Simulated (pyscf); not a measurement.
O=Nb(OH)(SH)–Cl (SMILES [O]=[Nb]([OH])([SH])[Cl]), singlet

Gas-phase minimum from PySCF at ωB97X-D3(BJ)/def2-SVP, one conformer. 

```
Nb
O 1 1.6761
O 1 1.8722 2 109.64
H 3 0.9638 1 135.77 2 1.79
Cl 1 2.3052 2 109.29 3 -121.70
S 1 2.3667 2 105.74 3 118.33
H 6 1.3479 1 94.35 2 8.67
```

Properties at ωB97X-D3(BJ)/def2-SVP:

```
Item                                                                                                                                                                                              Result
---------------------------------------------------------------------------------------------------------------------  ---------------------------------------------------------------------------------
Harmonic wavenumbers, unscaled                                                                                         109, 150, 154, 192, 220, 273, 401, 405, 463, 489, 578, 772, 1084, 2763, 3933 cm⁻¹
Zero-point energy                                                                                                                                                                          17.1 kcal/mol
Rotational symmetry number                                                                                                                                                                             1
Entropy of this conformer at 298 K and 1 atm, rigid rotor and harmonic oscillator, modes under 100 cm⁻¹ raised to 100                                                                    371.5 J/(mol K)
Dipole moment                                                                                                                                                                                     2.43 D
```

Single-point totals, which compare only within one level:

```tsv
level	total energy (hartree)
ωB97X-D3(BJ)/def2-TZVP	-1067.41884
PBE/def2-TZVP	-1066.88346
r²SCAN/def2-TZVP	-1067.27394
B3LYP-D3(BJ)/def2-TZVP	-1067.42565
PBE0-D3(BJ)/def2-TZVP	-1066.90140
M06-2X/def2-TZVP	-1067.14840
ωB97M-D3(BJ)/def2-TZVP	-1067.43729
```

Soft torsions are taken as harmonic, which can shift the entropy by several J/(mol K). Elements past Kr carry the def2 core potentials, without spin-orbit coupling.
